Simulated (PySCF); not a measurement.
A series of related molecules.

All values: B3LYP/def2-SVPD (PySCF) at GFN2-xTB geometries, gas phase, one conformer each. Core orbitals are frozen in the response; Δα² is half the sum of the squared differences of the principal polarisabilities.

Question: Rank by polarisability anisotropy Δα, lowest first.
A. `C#CC1=NN(C)N=C1C#N`
B. `N#CC1=CNN=N1`
C. `[N:1]#[C:2][c:3]1[cH:4][n:5][n:6]([CH:7]2[CH2:8][CH2:9]2)[n:10]1` with N5–N6–C7–C8 147°
D. `Cn1nc(Cl)c(C#N)n1`
E. `[CH:1]#[C:2][CH2:3][n:4]1[n:5][cH:6][c:7]([C:8]#[N:9])[n:10]1` with C2–C3–N4–N5 -88°
F. `[CH2:1]=[CH:2][c:3]1[n:4][n:5]([CH3:6])[n:7][c:8]1[C:9]#[N:10]` with C1–C2–C3–N4 0°

Answer: B (6.49 Å³), E (8.00 Å³), D (8.28 Å³), C (8.93 Å³), F (9.66 Å³), A (10.24 Å³).

Question: Rank by dipole moment, highest first.
A. `Cn1nc([SiH3])c(C#N)n1`
B. `[CH:1]#[C:2][CH2:3][n:4]1[n:5][cH:6][c:7]([C:8]#[N:9])[n:10]1` with C2–C3–N4–N5 -88°
C. `CN1N=C(Cl)C(C#N)=N1`
D. `Cn1nc(F)c(C#N)n1`
E. `C(#N)c1nn[nH]c1`

Answer: E (6.44 D), D (5.33 D), C (5.12 D), A (4.80 D), B (4.52 D).

Question: Rank by HOMO energy, highest first.
A. `C#Cc1nn(C)nc1C#N`
B. `N#Cc1c[nH]nn1`
C. `Cn1ncc(C#N)n1`
D. `C=Cc1nn(C)nc1C#N`
E. `Cn1nc(Cl)c(C#N)n1`

Answer: D (-7.16 eV), A (-7.52 eV), E (-7.86 eV), C (-8.01 eV), B (-8.16 eV).

All values together:

| SMILES | change | formula | μ (D) | HOMO (eV) | LUMO (eV) | α (Å³) | Δα (Å³) | electrons | α per electron (Å³) |
| --- | --- | --- | --- | --- | --- | --- | --- | --- | --- |
| Cn1ncc(C#N)n1 | parent | C4H4N4 | 4.81 | -8.01 | -1.57 | 10.69 | 8.08 | 56 | 0.191 |
| C#Cc1nn(C)nc1C#N | H replaced by ethynyl | C6H4N4 | 4.64 | -7.52 | -1.74 | 14.43 | 10.24 | 68 | 0.212 |
| C#CCn1ncc(C#N)n1 | CH3 replaced by propargyl | C6H4N4 | 4.52 | -8.11 | -1.70 | 13.66 | 8.00 | 68 | 0.201 |
| Cn1nc([SiH3])c(C#N)n1 | H replaced by SiH3 | C4H6N4Si | 4.80 | -7.90 | -1.59 | 14.69 | 8.13 | 72 | 0.204 |
| C=Cc1nn(C)nc1C#N | H replaced by vinyl | C6H6N4 | 4.92 | -7.16 | -1.74 | 14.95 | 9.66 | 70 | 0.214 |
| N#Cc1c[nH]nn1 | CH3 replaced by H | C3H2N4 | 6.44 | -8.16 | -1.55 | 8.63 | 6.49 | 48 | 0.180 |
| Cn1nc(F)c(C#N)n1 | H replaced by F | C4H3FN4 | 5.33 | -8.09 | -1.86 | 10.86 | 8.14 | 64 | 0.170 |
| Cn1nc(Cl)c(C#N)n1 | H replaced by Cl | C4H3ClN4 | 5.12 | -7.86 | -1.81 | 12.85 | 8.28 | 72 | 0.178 |
| N#Cc1cnn(C2CC2)n1 | CH3 replaced by cPr | C6H6N4 | 4.91 | -7.61 | -1.56 | 13.93 | 8.93 | 70 | 0.199 |

Conformers: `[CH:1]#[C:2][CH2:3][n:4]1[n:5][cH:6][c:7]([C:8]#[N:9])[n:10]1` with C2–C3–N4–N5 -88°; `[CH2:1]=[CH:2][c:3]1[n:4][n:5]([CH3:6])[n:7][c:8]1[C:9]#[N:10]` with C1–C2–C3–N4 0°; `[N:1]#[C:2][c:3]1[cH:4][n:5][n:6]([CH:7]2[CH2:8][CH2:9]2)[n:10]1` with N5–N6–C7–C8 147°.

Q: Give the shifts from the parent, `Cn1ncc(C#N)n1`.

A: 
```tsv
SMILES	change in μ (D)	change in HOMO (eV)	change in LUMO (eV)	change in mean α (Å³)
C#Cc1nn(C)nc1C#N	-0.17	+0.49	-0.17	+3.74
C#CCn1ncc(C#N)n1	-0.29	-0.10	-0.13	+2.97
Cn1nc([SiH3])c(C#N)n1	-0.01	+0.11	-0.02	+4.00
C=Cc1nn(C)nc1C#N	+0.11	+0.85	-0.17	+4.26
N#Cc1c[nH]nn1	+1.63	-0.15	+0.02	-2.06
Cn1nc(F)c(C#N)n1	+0.52	-0.08	-0.29	+0.17
Cn1nc(Cl)c(C#N)n1	+0.31	+0.15	-0.24	+2.16
N#Cc1cnn(C2CC2)n1	+0.10	+0.40	+0.01	+3.24
```

Q: How closely does the mean polarisability follow the number of electrons in this set?

A: The correlation coefficient is 0.90; α per electron runs from 0.170 to 0.214 Å³.
